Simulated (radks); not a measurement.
Se4+, configuration [Ar] 3d10 4s1.5 4d0.5 (fractional occupations, a model configuration).

Calculated with a radial shooting solver on a logarithmic mesh with Libxc functionals: non-relativistic Kohn-Sham, PBE, spin-unpolarised, spherical densities, point nucleus.

Energy parts (eV):
total: -65218.855
kinetic: 65182.258
electron-nucleus: -154382.828
Hartree: 26300.878
exchange-correlation: -2319.163

Orbitals (lengths in bohr, moments of r in powers of bohr):
orbital  occ.  eigenvalue (eV)      <r>
1s          2        -12356.40  0.04499
2s          2        -1615.845   0.2000
2p          6        -1456.590   0.1728
3s          2        -259.6288   0.5843
3p          6        -204.7981   0.5929
3d         10        -107.6597   0.6201
4s        1.5         -62.0988    1.604
4d        0.5         -30.3575    2.360

The highest occupied level is 4d at -30.357 eV. Virial ratio -V/T = 2.00056. The electron density at the nucleus is 2.709e+04 e/bohr^3.
